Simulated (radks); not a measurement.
F III, configuration [He] 2s2 2p3 (the NIST ground configuration). Calculated with a radial shooting solver on a logarithmic mesh with Libxc functionals: Dirac Kohn-Sham, PBE, spin-unpolarised, spherical densities, point nucleus; open shells are shared between the two j in proportion to 2j + 1; speed of light set to 13703.6 atomic units (100 times the physical value, a model run). Some entries of the table are withheld. Estimate them.

orbital,occ.,eigenvalue (hartree),<r> (bohr)
1s1/2,2,(1),(2)
2s1/2,2,(3),(4)
2p1/2,1,(5),(6)
2p3/2,2,(7),(8)

Answer. 
(1) 1s1/2 eigenvalue (hartree): -26.07451
(2) 1s1/2 <r> (bohr): 0.1764
(3) 2s1/2 eigenvalue (hartree): -2.49500
(4) 2s1/2 <r> (bohr): 0.9192
(5) 2p1/2 eigenvalue (hartree): -1.80105
(6) 2p1/2 <r> (bohr): 0.8965
(7) 2p3/2 eigenvalue (hartree): -1.80105
(8) 2p3/2 <r> (bohr): 0.8965
